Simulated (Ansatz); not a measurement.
Basis sets compared for the cluster Si₄⁻ (the lowest doublet isomer of a short search). Charge -1, multiplicity 2. Geometry B3LYP-D4/def2-TZVPD. Ansatz on 4 threads of Arm Neoverse V1 on a shared host; times are rough, and most runs start from earlier orbitals.

```csv
atom,x (Å),y (Å),z (Å)
Si1,1.528,0.440,-1.210
Si2,-0.475,-0.672,-0.844
Si3,0.475,0.672,0.845
Si4,-1.528,-0.440,1.209
```

At PBE-D4/def2-SVPD, PBE-D4/def2-TZVPD the highest occupied level of the charge -1 doublet lies above zero (up to 0.18 eV). By energy differences its removal costs 2.06 eV (vertical, to the charge 0 singlet, at CCSD(T)/def2-TZVPPD). The structure comes from a short search, and lower isomers may exist.

```json
{"level": "PBE-D4/def2-SVPD", "functions": "96", "energy (Eh)": "-1157.0472", "HOMO (eV)": "0.18", "LUMO (eV)": "1.00", "wall time": "1.6 s"}
{"level": "PBE0-D4/def2-SVPD", "functions": "96", "energy (Eh)": "-1157.1392", "HOMO (eV)": "-0.61", "LUMO (eV)": "1.72", "wall time": "1.7 s"}
```

Question: Estimate the rows for PBE-D4/def2-TZVPD (with forces), PBE0-D4/def2-TZVPD.

Answer: 
```tsv
level	functions	energy (Eh)	HOMO (eV)	LUMO (eV)	wall time
PBE-D4/def2-TZVPD (with forces)	172	-1157.4423	0.09	0.90	2.9 s
PBE0-D4/def2-TZVPD	172	-1157.5306	-0.67	1.63	4.1 s
```
